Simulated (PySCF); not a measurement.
TcBr2 at several levels of theory

All levels use the PBE0 minimum (sextet; Tc–Br 2.424 Å (×2); Br–Tc–Br 180.0°), basis [Tc def2-TZVP with ECP28, Br def2-TZVP], scalar-relativistic core potentials, density fitting, no spin–orbit coupling, PySCF. For vertical energies the ionised species is a quintet (spins chosen at PBE0 and kept) and the electron-attached one a quintet. Atomisation goes to high-spin ground-configuration atoms, without zero-point energy. Open shells are unrestricted, also as the reference of the correlated levels. A dash marks a value that was not computed or is not defined at that level.

| level | atomisation (kJ/mol) | vertical IP (eV) | vertical EA (eV) | −ε(HOMO) (eV) |
| --- | --- | --- | --- | --- |
| PBE0 | 750 | 9.60 | 1.90 | 7.60 |
| HF | 537 | 9.84 | 0.60 | 10.59 |
| MP2 | 713 | 10.06 | 1.87 | – |
| PBE | 776 | 9.07 | 1.93 | 6.17 |
| r2SCAN | 777 | 9.40 | 1.72 | 6.60 |
| B3LYP | 700 | 9.46 | 2.16 | 7.27 |
| TPSSh | 766 | 9.34 | 1.81 | 6.85 |
| B97-3 | 702 | 9.55 | 2.03 | 7.61 |
| M06-L | 718 | 9.10 | 1.89 | 6.35 |

Spin contamination in at least one species weakens the values at: PBE0, HF, MP2, r2SCAN, B97-3.

Without diffuse functions attachment energies tend to come out too low.

With open d or f shells other occupations or spin states may lie lower.
